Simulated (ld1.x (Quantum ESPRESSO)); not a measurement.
## Which change was made? (Os, TM)

| Property | Result |
| --- | --- |
| Element | osmium (Os) |
| Generator | ld1.x (Quantum ESPRESSO) 7.5 |
| Type | norm-conserving Troullier–Martins (Kleinman–Bylander form) |
| Functional | PBE |
| Relativity | scalar-relativistic |
| Frozen core | [Xe] 4f14 |
| Valence charge | 8 |
| Reference configuration | 5d6 6s2 6p0 |
| Partial waves | 6p (bound, empty): rc 3.10 bohr; 5d (bound): rc 1.30 bohr; 6s (bound): rc 1.85 bohr |
| Local potential | the s channel |
| Core correction | none |

Cutoffs, loose and tight: the cutoffs (Ry, on a coarse ladder) from which the occupation-weighted sum of valence levels, in a spherical-Bessel basis at the reference potential, stays within 10 and 1 mRy of its value at 400 Ry. They do not see the model core or the augmentation charge, which bear on the density cutoff. Test errors are all-electron minus pseudo excitation energies from the reference, over the configurations 5d6 6s1 6p0; 5d6 6s0 6p0; 5d5 6s0 6p0; 5d4 6s0 6p0; 5d7 6s0 6p0; 5d5 6s2 6p0; 5d6 6s1 6p1; variants that change the core or the reference have their own tests.

The base gives: outcome: generated; cutoff, loose: 35 Ry; cutoff, tight: 70 Ry; bound ghosts: none; largest test error (meV): -170.

(1) After one change the result is: outcome: generated; cutoff, loose: 35 Ry; cutoff, tight: 70 Ry; bound ghosts: none; largest test error (meV): -657. Which change was it?
A. wave 6p (bound): rc 3.10 bohr becomes 6p (bound): rc 2.00 bohr
B. type PAW; waves now 6s (bound): rcut 1.60, rcutus 1.85 bohr; 6s channel at 0.05 Ry: rcut 1.60, rcutus 1.85 bohr; 6p (bound): rcut 2.70, rcutus 3.10 bohr; 6p channel at 0.25 Ry: rcut 2.70, rcutus 3.10 bohr; 5d (bound): rcut 1.15, rcutus 1.30 bohr; 5d channel at 0.85 Ry: rcut 1.15, rcutus 1.30 bohr; local potential all-electron potential smoothed inside 1.45 bohr (lloc = -1); core correction a·sin(br)/r model core, default radius (ld1.x builds one for every PAW set, though the input has nlcc=.false.); augmentation BESSEL, radius 1.30 bohr
C. functional PBEsol
D. core [Kr] 4d10 4f14, valence charge 16; reference 5s2 5p6 5d6 6s1.5 6p0; waves now 5s (bound): rc 0.90 bohr; 5p (bound): rc 1.10 bohr; 5d (bound): rc 1.45 bohr; local potential the d channel; core correction a·sin(br)/r model core, default radius (core density twice the valence density)
E. core correction a·sin(br)/r model core inside 1.06 bohr

## Answers

(1) E. The others give: wave 6p (bound): rc 3.10 bohr becomes 6p (bound): rc 2.00 bohr → outcome: generated; cutoff, loose: 35 Ry; cutoff, tight: 70 Ry; bound ghosts: p; largest test error (meV): -171 | functional PBEsol → outcome: generated; cutoff, loose: 35 Ry; cutoff, tight: 70 Ry; bound ghosts: none; largest test error (meV): -286 | type PAW; waves now 6s (bound): rcut 1.60, rcutus 1.85 bohr; 6s channel at 0.05 Ry: rcut 1.60, rcutus 1.85 bohr; 6p (bound): rcut 2.70, rcutus 3.10 bohr; 6p channel at 0.25 Ry: rcut 2.70, rcutus 3.10 bohr; 5d (bound): rcut 1.15, rcutus 1.30 bohr; 5d channel at 0.85 Ry: rcut 1.15, rcutus 1.30 bohr; local potential all-electron potential smoothed inside 1.45 bohr (lloc = -1); core correction a·sin(br)/r model core, default radius (ld1.x builds one for every PAW set, though the input has nlcc=.false.); augmentation BESSEL, radius 1.30 bohr → outcome: failed: new_paw_hamiltonian: negative rho | core [Kr] 4d10 4f14, valence charge 16; reference 5s2 5p6 5d6 6s1.5 6p0; waves now 5s (bound): rc 0.90 bohr; 5p (bound): rc 1.10 bohr; 5d (bound): rc 1.45 bohr; local potential the d channel; core correction a·sin(br)/r model core, default radius (core density twice the valence density) → outcome: failed: run_pseudo: Errors in PS-KS equation.
